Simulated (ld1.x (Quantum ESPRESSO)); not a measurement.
# What one change does to a pseudopotential (Si (Z = 14), ultrasoft)

silicon (Si), ultrasoft, made with ld1.x (Quantum ESPRESSO) 7.5 (PBE, non-relativistic). Core [Ne], reference 3s1 3p3. Waves: 3s (bound): rcut 1.45, rcutus 1.70 bohr; 3s channel at 0.2 Ry: rcut 1.45, rcutus 1.70 bohr; 3p (bound): rcut 1.60, rcutus 2.05 bohr; 3p channel at 0.1 Ry: rcut 1.60, rcutus 2.05 bohr. Local part: all-electron potential smoothed inside 1.30 bohr (lloc = -1). Core correction: a·sin(br)/r model core inside 0.85 bohr. Augmentation charge: PSQ, radius 1.60 bohr.

Change: local potential all-electron potential smoothed inside 1.10 bohr (lloc = -1).

Cutoffs: the cutoffs (Ry, on a coarse ladder) from which the occupation-weighted sum of valence levels, in a spherical-Bessel basis at the reference potential, stays within 10 and 1 mRy of its value at 400 Ry; they do not see the model core or the augmentation charge, which bear on the density cutoff. Errors are all-electron minus pseudo energies relative to the spin-unpolarised reference configuration.

Q: What does the change do?

A: The potential gets neither clearly harder nor softer (10 Ry and 15 Ry → 10 Ry and 15 Ry); the errors of the 7 common tests hardly move; the range in which the s phases agree widens (upper end 2.8 → 4.0); neither file shows a bound ghost.

| quantity | base | changed |
| --- | --- | --- |
| cutoff, loose | 10 Ry | 10 Ry |
| cutoff, tight | 15 Ry | 15 Ry |
| bound ghosts | none | none |
| error for 3s2 3p2, meV [ΔE -6.76 eV] | -2.4 | -2.5 |
| error for 3s2 3p1, meV [ΔE 0.99 eV] | -0.8 | -0.8 |
| error for 3s2 3p0, meV [ΔE 17.00 eV] | +6.0 | +6.0 |
| error for 3s1 3p2, meV [ΔE 8.36 eV] | +0.2 | +0.2 |
| error for 3s2 3p1.5, meV [ΔE -3.83 eV] | -2.0 | -2.0 |
| error for 3s2 3p2.3, meV [ΔE -7.69 eV] | -2.5 | -2.5 |
| error for 3s0 3p4, meV [ΔE 6.90 eV] | -2.4 | -2.4 |
| s: phases at 2.24 bohr within 0.05 rad from the reference energy up to (Ry; the scan ends near 5) | 2.8 | 4.0 |
| p: phases at 2.24 bohr within 0.05 rad from the reference energy up to (Ry; the scan ends near 5) | 4.6 | 4.6 |
| lowest overlap eigenvalue by channel | s 0.40, p 0.71 | s 0.42, p 0.74 |
